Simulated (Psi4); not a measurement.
Br$_{4}$Sn (SMILES [Br][Sn]([Br])([Br])[Br]), singlet, geometry from GFN2-xTB (such geometries of metal compounds can be far from the true shape) (all electrons, no relativity). Base run: HF/STO-3G in Psi4.

Here is a job for Psi4.
```
memory 2 GB

molecule mol {
0 1
  Br   -0.911861    2.255196   -0.770926
  Sn   -0.000000    0.000000    0.000000
  Br   -1.756461   -1.808170   -0.396347
  Br    0.557732    0.113383    2.487530
  Br    2.110590   -0.560409   -1.320257
}

set basis sto-3g
set reference rhf
set scf_type pk

energy('scf')
print_variables()
```

The base run was repeated with changes; each row names its change, and settings that it needs were set with it.

```json
[
 {"change": "base", "ΔE vs base (mEh)": "0.000", "SCF cycles": "6", "basis functions": "99"},
 {"change": "puream = true", "ΔE vs base (mEh)": "0.000", "SCF cycles": "6", "basis functions": "99"},
 {"change": "scf_type = out_of_core", "ΔE vs base (mEh)": "0.000", "SCF cycles": "6", "basis functions": "99"},
 {"change": "guess = modhuckel", "ΔE vs base (mEh)": "0.000", "SCF cycles": "6", "basis functions": "99"},
 {"change": "puream = false", "ΔE vs base (mEh)": "___", "SCF cycles": "6", "basis functions": "___"},
 {"change": "ints_tolerance = 1e-8", "ΔE vs base (mEh)": "0.000", "SCF cycles": "6", "basis functions": "99"},
 {"change": "basis_guess = true", "ΔE vs base (mEh)": "0.000", "SCF cycles": "5", "basis functions": "99"},
 {"change": "guess = sadno", "ΔE vs base (mEh)": "0.000", "SCF cycles": "7", "basis functions": "99"},
 {"change": "d_convergence = 1e-10", "ΔE vs base (mEh)": "0.000", "SCF cycles": "9", "basis functions": "99"},
 {"change": "diis_max_vecs = 15", "ΔE vs base (mEh)": "0.000", "SCF cycles": "6", "basis functions": "99"}
]
```

Fill in the missing entries.


- puream = false, ΔE vs base (mEh): -6719.1
- puream = false, basis functions: 105
